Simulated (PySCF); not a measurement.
Gas-phase reaction: MoO2Cl2 + O = MoO3 + 2 Cl

Method: PySCF energies plus ideal-gas RRHO corrections (1 bar). † marks an energy on the PBE0/def2-TZVP geometry and frequencies. MP2 and CCSD(T) freeze the core. Open shells (unrestricted): O (multiplicity 3), Cl (multiplicity 2); the rest are closed-shell singlets. Spin-orbit splitting is ignored; it lowers the true energy and changes the entropy of O, Cl. Mo: scalar-relativistic def2 core potential, no spin-orbit coupling. MP2 isn't extrapolated to the basis-set limit. CCSD(T) isn't extrapolated to the basis-set limit. Strong static correlation: MoO3. Warning, large T1 diagnostic: MoO2Cl2, MoO3 (CCSD(T)/def2-SVP†).

```tsv
level	ΔH°(298 K), kJ
CCSD(T)/def2-SVP†	273
MP2/def2-SVP†	260
MP2/def2-TZVPP†	?
PBE0/def2-QZVP†	?
ωB97M-V/def2-TZVP†	299
ωB97X-V/def2-TZVP†	?
```

Problem. Some entries are withheld; supply them.

Solution. 
- MP2/def2-TZVPP†, ΔH°(298 K), kJ: 274
- PBE0/def2-QZVP†, ΔH°(298 K), kJ: 296
- ωB97X-V/def2-TZVP†, ΔH°(298 K), kJ: 292
